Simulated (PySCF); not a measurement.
C4H8BCl3Si, SMILES [Si](Cl)(Cl)(/C=C/B(C)C)Cl (GFN2-xTB optimised geometry):

```
17

Si    -0.058     0.153     0.000
Cl     1.969     0.153     0.000
Cl    -0.695     2.079     0.000
Cl    -0.717    -0.748     1.687
C     -0.691    -0.753    -1.522
C     -1.579    -1.756    -1.529
B     -2.140    -2.448    -2.806
C     -1.180    -2.839    -3.991
C     -3.686    -2.740    -2.886
H     -0.311    -0.410    -2.477
H     -1.969    -2.079    -0.568
H     -1.526    -3.697    -4.562
H     -0.153    -3.022    -3.683
H     -1.151    -2.001    -4.690
H     -4.064    -2.817    -3.902
H     -4.293    -2.015    -2.348
H     -3.871    -3.705    -2.412
```

Method: PBE0/def2-SVP (PySCF).

Problem. What are the frontier orbital energies and the dipole moment?

Solution. HOMO-2 -9.03 eV, HOMO-1 -8.47 eV, HOMO -8.11 eV, LUMO -1.73 eV, LUMO+1 0.45 eV; dipole moment 2.38 D.

On the same geometry PBE/def2-SVP (PySCF) gives HOMO-2 -7.53 eV, HOMO-1 -7.05 eV, HOMO -6.88 eV, LUMO -2.59 eV, LUMO+1 -0.55 eV; dipole moment 2.24 D.

Meta-Löwdin charges at PBE0/def2-SVP: Si1 0.89, Cl2 -0.25, Cl3 -0.25, Cl4 -0.25, C5 -0.33, C6 -0.15, B7 0.25, C8 -0.42, C9 -0.42, H10 0.11, H11 0.11, H12 0.11, H13 0.11, H14 0.13, H15 0.11, H16 0.11, H17 0.13.
